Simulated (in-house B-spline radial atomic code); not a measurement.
Configurations of the indium ion In⁺, with energies counted from [Kr] 4d10 5s2. Computed with a radial B-spline atomic code at the basis-set limit: scalar-relativistic (X2C) HSE06, spin-polarised, spherical fractional occupations, exact exchange averaged over the configuration, Fermi nucleus of rms radius 4.6156 fm. Shells without spins written out take the highest spin.

Occupations are held fixed; configurations that lie above the ionisation limit could autoionise.

```tsv
configuration	E - E(ref) (eV)	highest orbital	its <r> (bohr)
[Kr] 4d10 4f1 5s1	15.062	4f up	8.404
[Kr] 4d9 5s2 5p1	19.191	5p up	2.933
[Kr] 4d9 5s2 5f1	30.79	5f up	14.12
[Ar] 3d10 4s2 4p5 4d10 5s2 6s1	88.248	6s up	5.672
[Ar] 3d9 4s2 4p6 4d10 5s2 5p1	446.6	5p up	2.912
[Ar] 3d9 4s2 4p6 4d10 4f1 5s2	457.11	4f up	8.335
```

Question: Order these further configurations by energy, lowest first.
A. [Kr] 4d9 5s2 5d1
B. [Kr] 4d10 5s1 6p1
C. [Ar] 3d10 4s2 4p5 4d10 5s2 6p1
D. [Kr] 4d9 5s2 6f1
E. [Kr] 4d10 5s1 5f1

Answer: B (12.952 eV), E (16.225 eV), A (26.763 eV), D (31.493 eV), C (89.925 eV).

Question: How far above the reference does [Ar] 3d9 4s2 4p6 4d10 5s2 6p1 lie?

Answer: 454.82 eV; its least bound orbital is 6p up with <r> = 6.821 bohr.
